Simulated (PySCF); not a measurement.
A geometry optimisation on `C[CH2][SnH2][PH2]`.

Computed with PBE0-D3(BJ)/def2-SVP geometry optimisation, gas phase, def2 core potentials past Kr (PySCF 2.14.0). Start geometry: GFN2-xTB. A driver script takes a list of jobs; this job's settings line and coordinates (Å) are shown.

Input:
```
{"job": {"xc": "PBE0", "basis": "def2-SVP", "d3": "d3bj", "grid": 1, "maxiter": 30, "shake": 0.01, "kind": "geom"}, "charge": 0, "multiplicity": 1}
C     -2.100990    -0.278870    -0.540130
C     -0.802930    -0.828090    -0.090610
Sn     0.726090     0.706230     0.218120
P      2.983630    -0.199810     0.991530
H     -2.853060    -1.062260    -0.664390
H     -2.025850     0.254580    -1.504320
H     -2.498460     0.459450     0.176680
H     -0.902900    -1.351540     0.847640
H     -0.424050    -1.530670    -0.801660
H      0.193470     1.804980     1.404800
H      0.827100     1.707180    -1.144910
H      3.626010     0.987060     0.776380
H      3.257750    -0.685110    -0.263210
```

Question: Give the output.

Answer: 
```
step   0  E = -636.86871013  max force = 0.025958
step   1  E = -636.87525189  max force = 0.006267
step   2  E = -636.87586938  max force = 0.002530
step   3  E = -636.87590676  max force = 0.000585
step   4  E = -636.87591159  max force = 0.000170
optimisation converged
```

Energies in Eh; «max force» is the largest Cartesian gradient component in Eh/bohr.

Question: How much energy does the optimisation release, in eV?

Answer: E(step 0) − E(last step) = 0.007201 Eh, which is 0.196 eV.

Main results: final energy -636.87591 Eh after 4 steps; dipole 1.18 D.

Question: Give the final coordinates.

Answer: 0.088 Å rms from the input after alignment:
```
atom  x, y, z in Å
C1    -2.0981   -0.3671   -0.3111
C2    -0.7381   -0.8904    0.1294
Sn3    0.7506    0.6623    0.3634
P4     2.9667   -0.4054    0.9428
H5    -2.8294   -1.1858   -0.4174
H6    -2.0455    0.1478   -1.2836
H7    -2.5181    0.3486    0.4137
H8    -0.8039   -1.4146    1.0960
H9    -0.3359   -1.6159   -0.5954
H10    0.3103    1.7058    1.6581
H11    0.8517    1.5940   -1.0821
H12    3.6988    0.8029    0.7237
H13    3.1732   -0.8596   -0.3974
```

Question: How long does this job take on one thread of an Arm Neoverse V2, shared host? And the peak memory of the process?

Answer: About 30 s, with 0.49 GiB resident at the peak, the Python interpreter and its libraries included.
Labels such as C1 count atoms from 1, the log's own numbers from 0.
